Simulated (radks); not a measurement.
Results of a calculation; reference values are marked as such.
Task: The promethium ion Pm15+, 46 electrons, occupied as [Ar] 3d10 4s2 4p5 4d10 4f1 (not the ground configuration). Code: a radial shooting solver on a logarithmic mesh with Libxc functionals. Model: scalar-relativistic Kohn-Sham, SCAN, spin-unpolarised, spherical densities, finite nucleus; meta-GGA in the generalised Kohn-Sham scheme; Fermi nuclear charge, rms radius 4.962 fm. Some entries of the table are withheld. Estimate them.

| orbital | occ. | eigenvalue (eV) | <r> (bohr) | r(max) (bohr) |
|---|---|---|---|---|
| 1s | 2 | -45412.12 | 0.02318 | 0.01479 |
| 2s | 2 | -7671.870 | 0.09889 | 0.08370 |
| 2p | 6 | (1) | (2) | 0.06762 |
| 3s | 2 | -1930.587 | 0.2597 | 0.2381 |
| 3p | 6 | -1680.385 | 0.2581 | 0.2334 |
| 3d | 10 | -1338.242 | (3) | 0.1920 |
| 4s | 2 | -625.4574 | 0.5791 | 0.5464 |
| 4p | 5 | -540.4249 | 0.6061 | (4) |
| 4d | 10 | -419.4043 | 0.6412 | 0.5850 |
| 4f | 1 | -286.2074 | (5) | 0.5572 |

Result: 
(1) 2p eigenvalue (eV): -6881.697
(2) 2p <r> (bohr): 0.08709
(3) 3d <r> (bohr): 0.2358
(4) 4p r(max) (bohr): 0.5674
(5) 4f <r> (bohr): 0.6831
